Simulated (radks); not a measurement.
The numbers below are computed, except where a source is named.
Valence configurations of the manganese ion Mn+ (all share [Ar]). Level of theory: Dirac Kohn-Sham, PBE, spin-unpolarised, spherical densities, finite nucleus; open shells fill j = l - 1/2 first; Fermi nuclear charge, rms radius 3.7057 fm (a radial shooting solver on a logarithmic mesh with Libxc functionals). Energies are relative to 3d5 4s1; eigenvalues in eV.

valence          E (eV)  e(3d3/2)  e(3d5/2)  e(4p1/2)  e(4s1/2)
3d6              -1.533   -10.744   -10.637         -         -
3d5 4s1           0.000   -14.946   -14.826         -   -11.871
3d4.5 4s1.5       1.891   -17.477   -17.349         -   -12.701
3d5 4s0.5 4p0.5   2.330   -15.605   -15.485    -7.591   -12.278
3d5 4p1           4.687   -16.247   -16.126    -7.930         -
3d4 4s2           4.687   -20.261         -         -   -13.553
3d4.5 4s0.5 4p1   6.835   -18.770   -18.642    -8.471   -13.467
3d4 4s1 4p1       9.898   -21.538         -    -9.027   -14.289
3d4 4p2          15.208   -22.754         -    -9.611         -
3d3 4s1 4p2      25.199   -28.922         -   -10.699   -16.596

NIST lists [Ar] 3d5 4s1 as the ground configuration; this level of theory puts 3d6 lower, by 1.533 eV. The energies are those of spherical spin-averaged densities, not of single terms.
